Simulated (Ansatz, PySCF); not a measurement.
Gas-phase reaction in SMILES: B[NH] -> B[NH-] (an electron is taken up)
Geometries: B3LYP-D3(BJ)/def2-TZVP minima from Ansatz (a program for electronic structure), one conformer each, not searched for the lowest.

Wanted: adiabatic electron affinity (0 K, with B3LYP-D3(BJ) harmonic zero-point energies from PySCF), positive where the reaction releases energy, in eV. Cores are frozen in the correlated levels unless marked. UHF or UKS for open shells. Spin-orbit coupling is left out. Non-relativistic. Anions need diffuse functions: def2-D sets add few; the other sets have none. CBS(X,Y): correlation extrapolated as X^-3; Hartree-Fock from the larger set.

| level | program | adiabatic electron affinity (eV) |
|---|---|---|
| BP86-D4/def2-TZVPD | PySCF + dftd4 | 1.96 |
| B2GP-PLYP-D3(BJ)/def2-TZVPD | Ansatz + dftd3 | 1.91 |
| B2PLYP-D3(BJ)/def2-TZVPD | Ansatz + dftd3 | 1.89 |
| MP2/6-31G | Ansatz | 0.91 |

Q: Predict the CCSD(T)/CBS(def2-TZVPPD,def2-QZVPPD) result (Ansatz).

A: 2.03 eV, so MP2/6-31G differs from it by -1.12 eV.
